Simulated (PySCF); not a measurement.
A geometry optimisation on `[F][Ge]([GeH]([F])[F])([F])[F]`.

Method: PBE0-D3(BJ)/def2-SVP geometry optimisation, gas phase (PySCF 2.14.0). Start geometry: GFN2-xTB. The command runs a driver script over a list of jobs; the input below is this job's line of settings and its coordinates in Å.

Command:
```bash
OMP_NUM_THREADS=1 python probes_run.py task.json out
```

Input:
```
{"job": {"xc": "PBE0", "basis": "def2-SVP", "d3": "d3bj", "grid": 1, "shake": 0.01, "kind": "geom"}, "charge": 0, "multiplicity": 1}
F     -1.790200    -1.269580     1.142100
Ge    -1.283050    -0.171500    -0.110030
F     -2.100360     1.294800     0.340480
Ge     1.225390     0.139550     0.026160
F      1.993950     0.667740     1.470190
F      1.820220     1.254090    -1.160540
F      2.106210    -1.304840    -0.363390
H     -1.917030    -0.629400    -1.397430
```

Output:
```
step   0  E = -4652.09849071  max force = 0.019847
step   1  E = -4652.10423526  max force = 0.008496
step   2  E = -4652.10475776  max force = 0.002537
step   3  E = -4652.10479656  max force = 0.001020
step   4  E = -4652.10483564  max force = 0.001381
step   5  E = -4652.10486052  max force = 0.001913
step   6  E = -4652.10488269  max force = 0.001487
step   7  E = -4652.10489930  max force = 0.001141
step   8  E = -4652.10492473  max force = 0.000679
step   9  E = -4652.10494714  max force = 0.000928
step  10  E = -4652.10496015  max force = 0.000519
step  11  E = -4652.10496773  max force = 0.000287
optimisation converged
```

Energies in Eh; «max force» is the largest Cartesian gradient component in Eh/bohr.

**Question.** How much energy does the optimisation release, in kcal/mol?

**Answer.** E(step 0) − E(last step) = 0.006477 Eh, which is 4.1 kcal/mol.

**Question.** Give the first gradient maximum in eV/Å.

**Answer.** With 1 Eh/bohr = 51.422 eV/Å, 1.021 eV/Å.

Summary of the converged run: final energy -4652.10497 Eh after 11 steps; dipole 2.75 D.

**Question.** Where do the atoms end?

**Answer.** 0.145 Å rms from the input after alignment:
```
atom  x, y, z in Å
F1    -1.5613   -1.2168    1.2859
Ge2   -1.2339   -0.1293   -0.0121
F3    -1.8629    1.3987    0.4822
Ge4    1.1802    0.0968   -0.0967
F5     1.8837    0.7357    1.3310
F6     1.6723    1.1156   -1.3915
F7     1.9355   -1.4213   -0.3788
H8    -1.9586   -0.5985   -1.2724
```

Hardware: one thread of an Arm Neoverse V1, shared host with 32 logical CPUs at a one-minute load of 22. Cost: 2.2 min of wall time, 0.61 GiB resident at most.
Labels such as C1 count atoms from 1, the log's own numbers from 0.
